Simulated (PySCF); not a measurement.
4,4-dichlorobut-1-ene (C4H6Cl2), SMILES ClC(Cl)CC=C.

Coordinates come from a ωB97X-D3(BJ)/def2-SVP optimisation. The values are those of a single conformer.

All values below come from CAM-B3LYP/def2-TZVP run with PySCF.

The molecule is in vacuum.

```json
{
 "total_energy": "-1076.43187 hartree",
 "highest_occupied_level": "-9.24 eV",
 "lowest_empty_level": "0.74 eV",
 "orbital_gap": "9.98 eV",
 "dipole_moment": "1.95 D",
 "quadrupole, principal values (traceless, Buckingham form, about the centre of nuclear charge)": "-1.38, -0.54, 1.91 D·Å",
 "mean_static_polarisability": "72.5 bohr³ (10.75 Å³)",
 "polarisability_principal_values": "52.2, 74.5, 90.9 bohr³"
}
```
